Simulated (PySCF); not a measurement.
Molecule: `C[NH][GeH2][NH][GeH2][F]`, CH$_{9}$FGe$_{2}$N$_{2}$.

Geometry:
```
atom   x (Å)   y (Å)   z (Å)
  C1  -2.306   0.414  -0.291
  N2  -0.936   0.122   0.045
 Ge3  -0.048  -1.393  -0.437
  N4   1.700  -0.814  -0.454
 Ge5   2.086   0.951  -0.316
  F6   1.425   1.560   1.201
  H7  -2.475   1.503  -0.338
  H8  -2.544   0.013  -1.290
  H9  -3.053  -0.005   0.412
 H10  -0.600   0.574   0.891
 H11  -0.591  -1.777  -1.828
 H12  -0.114  -2.613   0.516
 H13   2.396  -1.440  -0.060
 H14   3.608   1.114  -0.183
 H15   1.436   1.792  -1.413
```

Geometry PBE0-D3(BJ)/def2-SVP throughout; GIAO in PySCF 2.14.0 with density-fitted response routines, gas phase, one conformer, non-relativistic; equivalent atoms averaged; functional PBE0.

For orientation, cc-pVDZ gives these absolute shieldings σ: C1 165.2, N2 237.8, N4 228.8, Ge5 1549.8, Ge3 1576.5, F6 359.5, H14/H15 25.82, H7/H8/H9 28.64, H10 30.55 ppm.

A run gave: C1 164.5, N2 237.4, N4 225.6, Ge5 1527.6, Ge3 1547.7, F6 359.5, H14/H15 25.63, H7/H8/H9 28.57, H10 30.33 ppm (absolute shieldings σ).

Task: Which basis set was used in that run?
A. aug-cc-pVDZ
B. STO-3G
C. pcSseg-1
D. 6-31G*
E. def2-SVP

Result: A. Ge3 tells them apart best: aug-cc-pVDZ gives 1547.7, pcSseg-1 gives 1349.1, STO-3G gives 2002.7, def2-SVP gives 1504.0, 6-31G* gives 1533.0 ppm.
